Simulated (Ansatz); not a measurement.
Consider the formal exchange of groups at the Si–Ge bond: `[NH2][GeH2][SiH2]O` + `C=C=C(O)F` → `C=C=C(O)[SiH2]O` + `[NH2][GeH2][F]`.

Isolated molecules relaxed with PBE0-D4/def2-TZVP in Ansatz; ΔE leaves out vibrations. CCSD(T)/CBS adds triple-zeta CCSD(T) − MP2 to the extrapolated MP2 energy (def2 sets, frozen cores). For Ge outer-core shells are correlated without core-valence functions, which leaves a few kJ/mol of doubt a bond. Scalar relativity is left out up to krypton. Each species was taken in one conformer, which may not be the lowest.

`[NH2][GeH2][SiH2]O`:

Z-matrix (Å, degrees):
```
Ge
Si 1 2.395
N 1 1.882 2 96.4
H 1 1.543 2 118.2 3 117.1
H 1 1.540 2 115.8 3 -111.7
O 2 1.645 1 99.5 3 7.4
H 2 1.487 1 113.2 3 125.9
H 2 1.488 1 113.0 3 -111.2
H 3 1.012 1 113.2 2 104.0
H 3 1.011 1 113.3 2 -133.3
H 6 0.977 2 110.0 1 -2.6
```

`C=C=C(O)F`:

```xyz
8

C     0.676    1.303   -0.550
C     0.183    0.280    0.086
C    -0.320   -0.753    0.700
O    -1.025   -1.771    0.180
F    -0.190   -0.941    2.005
H     0.111    2.224   -0.680
H     1.679    1.287   -0.973
H    -1.115   -1.629   -0.768
```

`C=C=C(O)[SiH2]O`:

```xyz
12

C    -0.976    2.015   -1.074
C    -0.363    1.155   -0.312
C     0.226    0.247    0.419
O     1.123    0.508    1.431
Si   -0.136   -1.572    0.159
O     1.235   -2.418   -0.175
H    -1.946    2.425   -0.804
H    -0.540    2.357   -2.009
H     1.246    1.461    1.505
H    -0.782   -2.087    1.397
H    -1.027   -1.711   -1.011
H     1.940   -2.380    0.474
```

`[NH2][GeH2][F]`:

```xyz
7

N    -0.071    0.057    1.152
Ge    0.116   -0.269   -0.620
F    -0.300    1.136   -1.580
H     0.556    0.742    1.547
H    -1.012    0.228    1.476
H    -0.879   -1.351   -1.043
H     1.590   -0.543   -0.931
```

| level | ΔE (kJ/mol) |
| --- | --- |
| HF/def2-TZVPP | -178.1 |
| HF/def2-QZVPP | -182.0 |

(1) What does CCSD(T)/CBS give? (Best estimate.)

Largest T1 diagnostic among the species: 0.013.

## Answers

(1) Ansatz gave: -158.8 kJ/mol. The listed levels differ from it by -19.3, -23.2 kJ/mol.

From PBE to PBE0 (25 % exact exchange), in def2-TZVPP and without D4, ΔE moves by −7.3 kJ/mol. In def2-TZVPP, CCSD(T) changes the Hartree–Fock value by +22.1 kJ/mol (the triples alone add +2.9 kJ/mol) and MP2 by +8.4 kJ/mol.
